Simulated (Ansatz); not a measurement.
`Cl[Si](Cl)(Cl)Cc1ccc(-c2cnc(-c3ccccc3)nc2)cc1` with charge +1, relaxed as a doublet with UKS PBE-D4/def2-SVP in Ansatz, starting from the PBE-D4/def2-SVP geometry of the neutral singlet. Force threshold 0.03 eV/Å.

Single mean-field runs in def2-SVP are fitted with def2-universal-jkfit. The relaxation made no stability test and no search for a lower SCF solution.

Start:

```csv
atom,x (Å),y (Å),z (Å)
Cl1,2.882,4.269,-4.170
Si2,0.935,4.475,-4.838
Cl3,0.837,6.111,-6.101
Cl4,0.416,2.777,-5.896
C5,-0.235,4.722,-3.383
C6,-0.240,3.539,-2.452
C7,0.712,3.427,-1.417
C8,0.737,2.307,-0.581
C9,-0.184,1.248,-0.753
C10,-0.158,0.069,0.132
C11,1.040,-0.468,0.658
N12,1.074,-1.524,1.469
C13,-0.106,-2.104,1.786
C14,-0.078,-3.276,2.692
C15,1.153,-3.777,3.171
C16,1.178,-4.882,4.030
C17,-0.023,-5.498,4.423
C18,-1.251,-5.004,3.951
C19,-1.281,-3.900,3.090
N20,-1.310,-1.686,1.332
C21,-1.326,-0.623,0.529
C22,-1.132,1.360,-1.796
C23,-1.155,2.481,-2.631
H24,-1.238,4.913,-3.818
H25,0.089,5.654,-2.873
H26,1.442,4.237,-1.261
H27,1.471,2.263,0.237
H28,2.014,-0.024,0.381
H29,2.079,-3.278,2.850
H30,2.141,-5.267,4.398
H31,-0.002,-6.366,5.101
H32,-2.194,-5.484,4.258
H33,-2.229,-3.495,2.707
H34,-2.319,-0.272,0.192
H35,-1.846,0.541,-1.973
H36,-1.894,2.535,-3.445
```

```json
{"step": "1", "energy (eV)": "-66190.8011", "largest force component (eV/Å)": "1.065", "SCF passes": "31"}
{"step": "2", "energy (eV)": "-66190.8836", "largest force component (eV/Å)": "0.646", "SCF passes": "27"}
{"step": "3", "energy (eV)": "-66190.9081", "largest force component (eV/Å)": "0.176", "SCF passes": "26"}
{"step": "4", "energy (eV)": "-66190.9120", "largest force component (eV/Å)": "0.112", "SCF passes": "25"}
{"step": "5", "energy (eV)": "-66190.9150", "largest force component (eV/Å)": "0.040", "SCF passes": "26"}
{"step": "6", "energy (eV)": "-66190.9157", "largest force component (eV/Å)": "0.032", "SCF passes": "26"}
{"step": "7", "energy (eV)": "-66190.9164", "largest force component (eV/Å)": "0.013", "SCF passes": "24"}
{"step": "8", "energy (eV)": "-66190.9172", "largest force component (eV/Å)": "0.024", "SCF passes": "24"}
{"step": "9", "energy (eV)": "-66190.9177", "largest force component (eV/Å)": "0.037", "SCF passes": "26"}
{"step": "10", "energy (eV)": "-66190.9178", "largest force component (eV/Å)": "0.055", "SCF passes": "25"}
{"step": "11", "energy (eV)": "-66190.9182", "largest force component (eV/Å)": "0.026", "SCF passes": "26"}
```

Force components are those of the run's own axes.

End:

```xyz
36

Cl    2.801    3.993   -4.271
Si    0.873    4.372   -4.887
Cl    0.816    6.024   -6.095
Cl    0.113    2.727   -5.865
C    -0.208    4.716   -3.344
C    -0.217    3.555   -2.422
C     0.776    3.420   -1.411
C     0.803    2.308   -0.583
C    -0.165    1.267   -0.720
C    -0.141    0.104    0.148
C     1.043   -0.350    0.810
N     1.063   -1.411    1.597
C    -0.097   -2.091    1.795
C    -0.075   -3.253    2.674
C     1.161   -3.718    3.211
C     1.176   -4.825    4.055
C    -0.033   -5.488    4.368
C    -1.262   -5.037    3.836
C    -1.289   -3.926    2.998
N    -1.277   -1.743    1.216
C    -1.299   -0.692    0.417
C    -1.156    1.404   -1.739
C    -1.173    2.512   -2.573
H    -1.216    4.952   -3.745
H     0.226    5.627   -2.883
H     1.529    4.213   -1.286
H     1.567    2.248    0.206
H     2.013    0.144    0.624
H     2.086   -3.192    2.934
H     2.126   -5.191    4.470
H    -0.016   -6.365    5.033
H    -2.196   -5.558    4.094
H    -2.231   -3.540    2.583
H    -2.284   -0.403    0.011
H    -1.902    0.610   -1.892
H    -1.934    2.589   -3.363
```

By distances, no bond broke or formed. The bond that changes most is Si2–C5, from 1.88 to 1.91 Å (atoms count from 1).

The force fell under the threshold at step 7, but the optimiser went on. No frequencies were taken in this run, so the end may be a saddle point.

Run time 45 s (2 threads of AMD EPYC 7R13 on a shared host and a share (18 GiB) of an NVIDIA H100 80GB HBM3).
